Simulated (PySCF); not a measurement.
Molecule: SMILES Fc1ccc(F)nc1, C$_{5}$H$_{3}$F$_{2}$N.

Geometry (Å), atoms numbered from 1 in this order:
```xyz
11

F    -2.6928    0.4401    0.0970
C    -1.4029    0.1264    0.0608
C    -0.4381    1.1293    0.0562
C     0.8969    0.7504    0.0211
C     1.1744   -0.6177   -0.0075
F     2.4402   -1.0067   -0.0395
N     0.2693   -1.5613   -0.0047
C    -1.0130   -1.2070    0.0288
H    -0.7407    2.1783    0.0803
H     1.7086    1.4794    0.0157
H    -1.7699   -1.9986    0.0310
```

Spin–spin couplings on one PBE0-D3(BJ)/def2-SVP geometry, PySCF 2.14, gas phase, non-relativistic, equivalent pairs averaged (spin–dipole term only in couplings to heteroatoms); isotopes 19F, 13C, 1H; basis pcJ-1.

Problem. How do the couplings (Hz) change with the functional? Times are CPU seconds on shared hosts with different chips, so compare them loosely.

Solution. 
```tsv
functional	functions	1J(F1,C2)	1J(C5,F6)	1J(C8,H11)	1J(C4,H10)	1J(C3,H9)	1J(C4,C5)	1J(C2,C8)	core-s
LDA	246	-340.7	-315.8	150.4	137.4	134.4	61.7	56.7	23
PBE	246	-354.3	-329.4	177.3	161.3	158.3	72.6	67.3	35
KT2	246	-362.9	-341.9	192.5	172.9	169.3	60.2	54.6	38
B3LYP	246	-322.1	-302.7	193.3	176.7	172.7	80.7	75.8	72
PBE0	246	-318.9	-300.5	183.9	167.8	164.2	78.5	73.9	46
B97-2	246	-309.7	-292.5	176.3	160.4	157.0	76.7	72.0	45
BHandHLYP	246	-281.4	-267.9	208.1	190.9	186.1	93.1	88.9	52
CAM-B3LYP	246	-305.6	-291.5	191.1	174.9	170.4	80.5	75.8	68
``` Left out for a near triplet instability: HF/pcJ-1.
